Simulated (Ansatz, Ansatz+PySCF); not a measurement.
```yaml
atoms:
  - { symbol: N, position_ang: [0.0000, 0.0000, -0.2879] }
  - { symbol: H, position_ang: [0.0000, 0.0000, 2.0151] }
  - { symbol: Li, position_ang: [30.0000, 0.0000, -0.5992] }
  - { symbol: H, position_ang: [30.0000, 0.0000, 1.7976] }
```

Basis set: 6-31G (spherical functions). Left uncorrelated: 1 orbital. Charge 0, multiplicity 3.

Computed with Ansatz (development build ahead of 0.2.0); each method stands on the lowest determinant of its kind that the runs found.

Task: Give the atomization energy at this shape (free ground-state atoms in the same class of orbitals less the molecule, no zero-point energy) of triplet LiNH₂ by UHF-CCSD(T), UHF-MP2, UHF.

Result:

```tsv
method	atomization energy
UHF-CCSD(T)	1.30 eV
UHF-MP2	0.76 eV
UHF	0.51 eV
```

Caution: the unrestricted determinant is a mixture of spin states. Caution for UHF-CCSD(T), UHF-MP2: bonds are stretched, where a single reference can fail.

This basis has no polarisation functions and is too small for such energies, which can lie far from measured ones in either direction.
